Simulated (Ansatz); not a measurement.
## Which method gave which barrier?

Saddle point of CH7GeN, singlet (CH₇GeN ([CH3][GeH2][NH2]) → GeNH₃ ([NH][GeH2]) + CH₄; bonds formed: C2–H4; bonds broken: Ge1–C2, N3–H4), PBE0-D4/def2-TZVP structure:

Ge1  (-1.032, -0.115, -0.363)
C2  (1.109, 0.505, -0.056)
N3  (-0.952, -0.792, 1.268)
H4  (0.372, -0.249, 0.742)
H5  (-0.974, -0.903, -1.698)
H6  (-1.560, 1.311, -0.643)
H7  (1.100, 0.597, -1.151)
H8  (1.999, -0.094, 0.160)
H9  (1.191, 1.496, 0.386)
H10  (-1.253, -1.758, 1.356)
(Å)

Ansatz 0.2.0; basis: def2-TZVPP, with def2-QZVPP for the basis limit; cores frozen in the correlated methods. Filled d shells of the heavier atoms are correlated. The def2 sets are not built for correlating such inner shells, so the correlated values are less sure here. Extrapolation: Hartree–Fock as exp(−7.88 √X), correlation as X^−2.97. Four methods, as single points on the PBE0-D4 structures, gave these electronic barriers from the start structure: 343.9, 363.0, 371.8, 442.1 kJ/mol.

**Question.** The methods were, in alphabetical order, BLYP-D4, HF, MP2, PBE0-D4. Which gave which? (A judgement: the text doesn't fix the answer.)

**Answer.** By the calculation: BLYP-D4 343.9; PBE0-D4 363.0; MP2 371.8; HF 442.1 kJ/mol. For comparison, CCSD(T) at an estimated basis limit (MP2 extrapolated from triple and quadruple zeta, plus CCSD(T) − MP2 in triple zeta) gives 372.4 kJ/mol.

The T1 diagnostic stays at or below 0.017. The restricted Hartree–Fock reference is unstable towards an unrestricted one at one or more of these structures.

Labels in which every atom is bracketed show which atoms are joined, not bond orders.

For scale, one of the runs: CCSD(T)/def2-TZVPP, 208 basis functions, launched by `ansatz run in.yaml --threads 4 --pin off --events-out ev --progress --plain --max-ram 9574MiB`. Hardware: 4 CPU threads of an Arm Neoverse V1, shared host. Wall time 64 s; peak host memory 2.9 GiB.
